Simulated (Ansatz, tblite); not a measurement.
Cost and result up the ladder for MoCl₆ (7 atoms). Total charge 0; singlet. Geometry: r2SCAN-D4/def2-SVP.

Cartesian coordinates in Å:
```
Mo 0.000 0.000 -0.001
Cl 0.649 -1.685 -1.438
Cl -0.653 1.685 1.436
Cl -2.076 -0.983 0.221
Cl 2.077 0.983 -0.217
Cl -0.772 1.236 -1.790
Cl 0.775 -1.235 1.789
```

Ansatz on 4 threads of Arm Neoverse V2 on a shared host; xTB runs through tblite on one thread. Times are rough, summed over both states, and most runs start from the orbitals of an earlier one. No level here is sound enough to serve as a yardstick. The other state is a doublet.

In the def2 sets Mo takes a core potential; there is no spin–orbit coupling. The xTB rows come from tblite. HOMO above LUMO, or a gap near zero within one spin, warns that the state may not be the lowest or that an electron is smeared out.

Run but left out: HF/def2-SVP, MP2/def2-SVP, CCSD/def2-SVP, CCSD(T)/def2-SVP (charge +1 doublet: ⟨S²⟩ 1.60, where a pure state has 0.75).

Raw xTB energies of ions are shifted by several eV.

```tsv
level	functions	wall time	vertical IE (eV)	remarks
GFN1-xTB	63	0.019 s	15.85	–
GFN2-xTB	63	0.02 s	14.76	–
PBE-D4/def2-TZVP	262	23 s	10.24	gap within one spin near zero (+1 doublet)
CAM-B3LYP-D4/def2-TZVP (with forces)	262	57 s	11.18	spin-contaminated (⟨S²⟩ 0.83) (+1 doublet)
```
